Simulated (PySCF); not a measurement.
An equivalent PySCF input for Be+ (beryllium, charge +1), [He] 2s1, 2S determinant, with the non-relativistic Hamiltonian (point nucleus):

```python
from pyscf import gto, scf, dft, mp, cc
import basis_set_exchange as bse
mol = gto.M(atom="Be 0 0 0", charge=1, spin=1, symmetry="D2h",
            basis=gto.basis.parse(bse.get_basis("aug-cc-pV5Z", elements=["Be"], fmt="nwchem")))
mf = dft.UKS(mol, xc="HYB_GGA_XC_B97_3")
mf.irrep_nelec = {'Ag': (2, 1)}
mf.kernel()
```

It reaches the same state as the run whose output follows, with an energy that differs only through the grid. The run itself started from symmetry-adapted Hartree-Fock orbitals and held the occupation by maximum overlap, on a logarithmic radial grid, so the iterations belong to that start.

```
SCF conv_tol = 1e-09
number electrons alpha = 2  beta = 1
XC functionals = HYB_GGA_XC_B97_3
    T. W. Keal and D. J. Tozer.,  J. Chem. Phys. 123, 121103 (2005)
cycle= 1 E= -14.3338725139396  delta_E= -0.000938  |g|= 0.00451  |ddm|= 0.857
cycle= 2 E= -14.3338783588798  delta_E= -5.84e-06  |g|= 0.000421  |ddm|= 0.0404
cycle= 3 E= -14.3338785390924  delta_E= -1.8e-07  |g|= 6.25e-05  |ddm|= 0.00278
cycle= 4 E= -14.3338785440277  delta_E= -4.94e-09  |g|= 5.26e-06  |ddm|= 0.00055
cycle= 5 E= -14.3338785440435  delta_E= -1.58e-11  |g|= 1.14e-07  |ddm|= 3.29e-05
converged SCF energy = -14.3338785440435  <S^2> = 0.75001094  2S+1 = 2.0000109
```
